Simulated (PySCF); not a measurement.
propan-2-ylcyclopropane (C6H12), SMILES CC(C1CC1)C. The structure is a stationary point at B3LYP-D3(BJ)/def2-SVP. The values are those of a single conformer.

Q: Give the equilibrium geometry at B3LYP-D3(BJ)/def2-SVP (PySCF confirms it by a frequency run) as bond lengths and angles. (An estimate is asked for; the answer gives what the named calculation found.)

A: Several could match; the one computed here: 
Atoms: C1 C2 C3 C4 C5 C6 H7 H8 H9 H10 H11 H12 H13 H14 H15 H16 H17 H18. Bonded distances (Å): C1–C2 1.534, C1–H7 1.102, C1–H8 1.103, C1–H9 1.102, C2–C3 1.531, C2–C4 1.526, C2–H10 1.106, C3–H11 1.102, C3–H12 1.101, C3–H13 1.101, C4–C5 1.506, C4–C6 1.508, C4–H14 1.096, C5–C6 1.510, C5–H15 1.093, C5–H16 1.094, C6–H17 1.094, C6–H18 1.094. Bond angles (°): C2–C1–H7 111.4, C2–C1–H8 110.6, C2–C1–H9 111.4, H7–C1–H8 107.5, H7–C1–H9 107.9, H8–C1–H9 107.9, C1–C2–C3 110.7, C1–C2–C4 109.7, C1–C2–H10 107.7, C3–C2–C4 114.6, C3–C2–H10 107.2, C4–C2–H10 106.5, C2–C3–H11 111.6, C2–C3–H12 112.2, C2–C3–H13 110.2, H11–C3–H12 108.0, H11–C3–H13 107.1, H12–C3–H13 107.4, C2–C4–C5 124.0, C2–C4–C6 122.8, C2–C4–H14 111.9, C5–C4–C6 60.1, C5–C4–H14 114.5, C6–C4–H14 114.4, C4–C5–C6 60.0, C4–C5–H15 118.6, C4–C5–H16 118.1, C6–C5–H15 117.5, C6–C5–H16 118.5, H15–C5–H16 113.8, C4–C6–C5 59.9, C4–C6–H17 118.3, C4–C6–H18 118.4, C5–C6–H17 117.5, C5–C6–H18 118.7, H17–C6–H18 113.9.
